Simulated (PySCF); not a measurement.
Vertical excitations of a molecule C₂H₅FOSi₂ from TDA-CAM-B3LYP/def2-SVPD (PySCF), as energy in eV (oscillator strength): 3.04 (0.001), 5.19 (0.010), 5.95 (0.007), 6.20 (0.055), 6.33 (0.013), 6.53 (0.054), 6.71 (0.104), 7.05 (0.069), 7.30 (0.057), 7.42 (0.040). Lowest triplet (TDA): 2.44 eV. Coordinates come from a B3LYP-D3(BJ)/def2-SVP optimisation. Other conformers were not sampled.

### Question
Which molecule gave these data?
A. O=C1C[SiH2][Si@@H]1F
B. O=C1[SiH2]C[Si@H]1F
C. O[SiH2]C#C[SiH2]F
D. C=C1O[SiH2][Si@@H]1F

### Answer
A, O=C1C[SiH2][Si@@H]1F
